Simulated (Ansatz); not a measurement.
Molecule: sum formula YOCl, net charge -1, doublet state. The spin state was set by rule; other spins were not relaxed. 
Structure (B3LYP-D3(BJ)/def2-TZVP (Ansatz, a first-principles code) minimum search):
```xyz
3

Y      0.4627     0.3277    -0.2599
O     -0.5637     1.5786    -1.1608
Cl    -0.7963    -1.4948     1.1425
```
Charge -1, spin multiplicity 2.

Basis-set convergence of Hartree-Fock and CCSD correlation energies (hartree) with Ansatz. Valence correlation only, unless marked. UHF or UKS for open shells. Spin-orbit coupling is left out. Frozen are the shells of the preceding noble gas and the d and f shells that filled before the atom's block. In def2 rows, elements after Kr have scalar-relativistic effective core potentials.

```tsv
basis	functions	E(HF)	E(corr, CCSD)
def2-SVPD	84	-572.19118	-0.42111
def2-TZVPPD	147	?	?
```

Task: Complete the blanks.

Result: 
- def2-TZVPPD, E(HF): -572.43873
- def2-TZVPPD, E(corr, CCSD): -0.51678
